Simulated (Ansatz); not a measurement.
Consider the formal exchange of groups at a Te–B bond: `B[Te]C` + GeH₄ → `C[Te][GeH3]` + BH₃.

Calculated with Ansatz (gas phase, PBE0-D4/def2-TZVP geometries, no zero-point term in ΔE). CCSD(T)/CBS adds triple-zeta CCSD(T) − MP2 to the extrapolated MP2 energy (def2 sets, frozen cores). This one scheme is used for every species. DFT in def2-TZVPP. B3LYP here is the variant with VWN-RPA as its local correlation; programs differ in this. HSE06 is defined as in plane-wave codes. Elements past krypton have def2 core potentials. For Ge, Te outer-core shells are correlated without core-valence functions, which leaves a few kJ/mol of doubt a bond. Scalar relativity is left out up to krypton.

```tsv
level	ΔE (kJ/mol)	difference from CCSD(T)/CBS
LDA (SPW92)	55.0	26.8
PBE-D4	39.1	10.9
revPBE-D4	36.5	8.3
BLYP-D4	29.3	1.1
r2SCAN-D4	35.2	7.0
B97M-V	42.9	14.7
PBE0-D4	30.6	2.4
B3LYP-D4	24.2	-4.0
r2SCANh-D4	32.5	4.3
r2SCAN0-D4	28.8	0.6
HSE06-D4	30.6	2.4
BHLYP-D4	14.5	-13.7
CAM-B3LYP-D4	25.6	-2.6
ωB97X-V	23.9	-4.3
B2PLYP	27.9	-0.3
PBE-QIDH	28.3	0.1
revPBE	37.6	9.4
r2SCAN	35.8	7.6
PBE0	32.8	4.6
B3LYP	27.8	-0.4
r2SCANh	33.2	5.0
r2SCAN0	29.6	1.4
HSE06	32.8	4.6
BHLYP	19.8	-8.4
CAM-B3LYP	28.1	-0.1
LC-ωPBE	29.2	1.0
RPA@PBE/def2-TZVPP	34.3	6.1
HF/def2-SVP	9.3	-18.9
MP2/def2-SVP	30.2	2.0
CCSD/def2-SVP	31.4	3.2
CCSD(T)/def2-SVP	36.0	7.8
HF/def2-TZVPP	4.9	-23.3
MP2/def2-TZVPP	27.5	-0.7
SCS-MP2/def2-TZVPP	23.5	-4.7
CCSD/def2-TZVPP	27.5	-0.7
CCSD(T)/def2-TZVPP	32.5	4.3
HF/def2-QZVPP	5.1	-23.1
MP2/def2-QZVPP	25.1	-3.1
HF/CBS(def2)	5.2	-23.0
CCSD/CBS(def2)	23.2	-5.0
CCSD(T)/CBS	28.2	0
```

Largest T1 diagnostic among the species: 0.015.

From PBE to PBE0 (25 % exact exchange), in def2-TZVPP and without D4, ΔE moves by −8.6 kJ/mol. Leaving LDA and LC-ωPBE aside and taking each functional with its dispersion term where it has one, the values spread over 28.4 kJ/mol, from BHLYP-D4 to B97M-V. LDA lies +13.6 kJ/mol from PBE without D4.
